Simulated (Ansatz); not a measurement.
Born–Oppenheimer molecular dynamics of C2H7FN2Si (13 atoms, charge 0, multiplicity 1). It starts at the highest image of a converged band. Of that band: Neighbouring images differ by up to 1.7 eV, so the band resolves the path poorly. A vibrational analysis at the climbing image gives one clearly imaginary mode, 1495i cm⁻¹: a first-order saddle point.

Method: Ansatz, RKS B3LYP/def2-SVP.

- ensemble: NVE (velocity Verlet)
- time step: 0.5 fs
- steps asked: 200
- starting velocities drawn for: 300 K
- seed: 3810

First frame:

```xyz
13
Properties=species:S:1:pos:R:3
C 0.588 -1.902 0.912
C 0.384 -0.502 0.392
F 0.913 0.398 1.334
N 0.698 -0.172 -0.943
Si -0.967 0.251 -0.757
N -1.133 2.122 -0.533
H 1.670 -2.123 0.990
H 0.132 -2.638 0.235
H 0.148 -2.018 1.914
H 1.625 -0.099 -1.356
H -1.686 1.391 -1.670
H -1.978 2.447 -0.056
H -0.375 2.811 -0.447
```

How far do the bonds stretch over the last three quarters of this one trajectory? (Pairs bonded in most of those frames.)


```tsv
bond	mean (Å)	spread (Å)	shortest	longest
C1–C2	1.523	0.026	1.50	1.59
C1–H7	1.108	0.009	1.09	1.13
C1–H8	1.103	0.017	1.07	1.13
C1–H9	1.104	0.030	1.06	1.15
C2–F3	1.414	0.020	1.37	1.45
C2–N4	1.413	0.022	1.37	1.46
C2–Si5	1.984	0.015	1.94	2.01
N4–Si5	1.738	0.040	1.69	1.82
N4–H10	1.024	0.024	0.99	1.06
N6–H11	1.086	0.125	0.87	1.26
N6–H12	1.029	0.024	0.99	1.08
N6–H13	1.030	0.025	0.98	1.07
```

Mean temperature of the second half: 839 K. The conserved energy stayed within 1.2 meV per atom of its start (net change -0.0012 meV per atom), so the integration is sound. The kinetic energy rose, since the run started high on the potential surface and went downhill. It ends in pieces (C2H4FNSi + H3N), so much of that is their flight and rotation, not heat. A run of 0.1 ps of so small a system gives no equilibrium averages. The orbitals stay closed-shell, which can raise the energy where a bond breaks towards radicals; this wasn't checked here.

The run took 13 min on 2 threads of Arm Neoverse V1, with other jobs on the host, peak memory 0.3 GiB.
